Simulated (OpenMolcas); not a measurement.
## Si2NH5F (SMILES N[Si](F)[SiH3]): the energy, rung by rung

Si2NH5F: 9 atoms, total charge 0, spin state doublet. SMILES: `N[Si](F)[SiH3]`. The coordinates come from a PBE0-D4/def2-TZVP relaxation. This is one conformer, not always the lowest.

```xyz
9

N    -0.9770    1.3729   -0.6836
Si   -0.8479   -0.3224   -0.5781
F    -0.4955   -1.0107   -1.9972
Si    0.8239   -0.8830    0.9691
H    -1.7423    1.8337   -1.1474
H    -0.1982    1.9932   -0.5288
H     1.1320   -2.3318    0.8565
H     2.0785   -0.1035    0.7569
H     0.3150   -0.5948    2.3356
```

Each level gives the energy change with the Si2–Si4 bond stretched from 2.346 to 5.161 Å (eV). The values are calculated.

```csv
level,kind,program,value (eV),CPU time (all runs)
USVWN5/def2-SVP,LDA,OpenMolcas,2.32,75 s
U-r2SCAN/def2-SVP,meta-GGA,OpenMolcas,2.17,2.3 min
UM06-L/def2-SVP,meta-GGA,OpenMolcas,2.08,2.2 min
UTPSS/def2-SVP,meta-GGA,OpenMolcas,2.03,2.6 min
UB3LYP/def2-SVP,global hybrid,OpenMolcas,1.85,1.8 min
UBHLYP/def2-SVP,global hybrid,OpenMolcas,1.95,97 s
UM06-2X/def2-SVP,hybrid meta-GGA,OpenMolcas,1.96,1.9 min
UPBE0/def2-SVP,global hybrid,OpenMolcas,2.11,1.7 min
```

The first shape isn't each level's own minimum. The values span 1.85 to 2.32 eV. CPU times are rough (shared hosts, several kinds of processor): they show what a rung costs within a factor of a few.
